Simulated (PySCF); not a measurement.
**Radial density of Ga⁺ (gallium, charge +1)**

UHF, [Ar] 3d10 4s2, closed-shell 1S. Calculation: PySCF 2.14, in x2c-QZVPPall; scalar relativity by spin-free X2C-1e.

```tsv
r (bohr)	4πr²ρ (e/bohr)
0.000815	0.2608
0.00137	0.6574
0.00231	1.622
0.00388	3.869
0.00652	8.684
0.0110	17.56
0.0185	29.79
0.0310	37.93
0.0522	33.50
0.0878	32.03
0.148	43.85
0.249	28.69
0.418	23.33
0.703	22.79
1.18	6.282
1.99	1.543
3.35	0.3545
5.63	0.01016
9.47	1.241e-05
```

Densities and radii are taken from the X2C orbitals without a picture-change correction, which distorts them close to the nucleus.
